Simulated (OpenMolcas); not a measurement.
Cr4+ (d2) in a complex was computed by SS-CASPT2, IPEA 0.25 Eh, imaginary shift 0.1 Eh with the d shell active (OpenMolcas, ANO-RCC-VDZP on the metal). Its lowest spin-free states, and all those of the highest spin:

```tsv
2S+1	Degeneracy	E (cm-1)
1	1	0
3	2	170
1	2	5090
3	1	6870
3	2	12970
1	2	13530
1	1	20530
1	2	20900
3	1	21480
3	1	21690
3	2	25000
1	2	27260
3	1	48420
```

Q: Is the site octahedral, tetrahedral or cube-like, axial, or of lower symmetry?

A: The states with 2S+1 = 3 have orbital degeneracies 2, 1, 2, 1, 1, 2, 1. There are pairs but no triples, so the site is axial: not cubic, but with a proper or improper axis of order three or more. The run had Cr4+ with 3 ligands (hydroxide) in trigonal planar coordination (C3h) at 1.6 Å. Ligand basis ANO-RCC-VDZP.

Roots that are degenerate in the reference are averaged as groups; the widest CASPT2 spread within a group is 47 cm-1 (the 2-fold group of multiplicity 1 near 13500 cm-1 above the lowest state of its run). Shifts and gaps below about the spread of the groups concerned are not significant. Over all roots computed the reference weight is 0.73 to 0.75; a low but even weight reflects the number of correlated electrons. Spin-orbit coupling mixes the spin-free states strongly: the lowest level takes only 52 % from its leading state, 2S+1 = 1. The least metal-like active orbital is 72 % on the metal (Löwdin) and no ligand orbital is active, so the numbers are rough. Ligand-to-metal charge-transfer states are missing. With no ligand orbital active B as a rule stays too high, so bands that hang on it stand too high and its fall with covalency is understated. The distance lies 5 % under the 1.69 Å that this model takes as the normal distance (a Shannon-type radius plus a fixed donor radius); by an R⁻⁵ law this alone changes a d-shell field by about +31 %. No measured value stands beside these numbers; the geometry was imposed, not optimised, and the real ion may take another.
